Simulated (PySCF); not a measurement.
**B (boron, neutral): M06-2X calculation**

Configuration: [He] 2s2 3d1, 2D determinant (an excited configuration). Calculation: PySCF 2.14, in aug-cc-pVTZ with one added diffuse shell each of s, p, d, f type (6s5p4d3f, 62 functions); the non-relativistic Hamiltonian (point nucleus).

```
Total energy                                                  : -24.4078 hartree
One-electron energy                                           : -30.9746 hartree
Hartree (Coulomb) energy                                      : 10.2327 hartree
Exchange-correlation energy                                   : -3.6659 hartree
Kinetic energy                                                : 24.26599 hartree
⟨S²⟩                                                          : 0.7501
⟨L²⟩                                                          : 6.000
Sum of ⟨r⟩                                                    : 12.73 bohr
Sum of ⟨r²⟩                                                   : 88.34 bohr²
Traceless quadrupole moment −½Σ⟨3z² − r²⟩ along its main axis : 23.0 e·bohr²
Density at the nucleus (Gaussians lack the cusp)              : 69.5 bohr⁻³
Spin density at the nucleus                                   : 0.0142 bohr⁻³
Langevin diamagnetic susceptibility                           : -70.0 ×10⁻⁶ cm³/mol
```

```csv
shell,electrons,mean orbital energy (hartree),"rms radius, mean of both spins (bohr)"
1s α,1,-7.50361,0.381
1s β,1,-7.50358,0.381
2s β,1,-0.67682,1.93
2s α,1,-0.67594,1.93
3d α,1,-0.04297,8.98
```

The outer electron is Rydberg-like, and this basis confines it to a smaller radius and binds it less than a complete one would.
